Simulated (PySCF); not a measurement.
**From a computed spectrum to the compound**

A species of 11 atoms with charge 0 has these harmonic modes (PBE0, small Gaussian bases with core potentials, PySCF 2.14.0):

```tsv
cm⁻¹	km/mol	symmetry
55	2.8	
58	0.6	
61	3.4	
81	11.8	
112	1.6	
112	1.8	
266	1.3	
277	0.4	
340	240.0	
348	241.9	
438	1.8	
442	6.6	
463	429.4	
466	40.3	
468	60.4	
558	234.7	
558	233.5	
577	22.1	
1148	152.8	
1631	21.8	
1631	21.5	
3506	18.8	
3635	38.4	
3636	38.1	
4000	83.3	
4004	85.0	
4006	72.2
```

Q: Which species is it, and in which structure?

A: Nd(OH)3(NH3) (singlet in the valence; each metal's 4f electrons, 3 of them, lie in its core potential, out of spins and levels):
```xyz
11

Nd    0.0855   -0.0873    0.0873
O     1.1389    1.4675    1.0847
H     1.6515    2.1023    1.5834
O    -1.5341   -1.0117    1.1091
H    -2.1925   -1.4808    1.6198
O     1.0782   -1.1776   -1.4463
H     1.5765   -1.7079   -2.0672
N    -1.3769    1.4309   -1.4582
H    -1.9834    2.0394   -0.9079
H    -0.8178    2.0328   -2.0630
H    -1.9812    0.8755   -2.0640
```
Ideal gas at 298.15 K and 1 bar: S = 450.6 J/(mol K), Cp = 153.7 J/(mol K), H − H(0 K) = 31.4 kJ/mol (rigid rotor, harmonic modes, spin degeneracy alone, that of the 4f electrons in the core included; the modes under 60 cm⁻¹ make these uncertain). An lcecp potential fixes the number of 4f electrons, so in runs with it no electron can move into or out of that shell.
 This is one of several that fit.
